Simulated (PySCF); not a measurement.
A calculated (LDA, PySCF 2.14, aug-cc-pVDZ-X2C, scalar relativity by spin-free X2C-1e) atom or ion has these occupied shells.

| shell | electrons | orbital energy (eV) | rms radius, mean of both spins (bohr) |
| --- | --- | --- | --- |
| 1s | 2 | -15904.4 | 0.0451 |
| 2s | 2 | -2166.7 | 0.187 |
| 2p | 6 | -1929.0 | 0.166 |
| 3s | 2 | -346.50 | 0.526 |
| 3p | 6 | -269.72 | 0.538 |
| 3d | 10 | -142.37 | 0.548 |
| 4s | 2 | -55.036 | 1.45 |
| 4p | 6 | -36.821 | 1.66 |

Problem. Name the element and its charge.

Solution. Sr²⁺ (strontium, charge +2), in [Kr], closed-shell 1S.
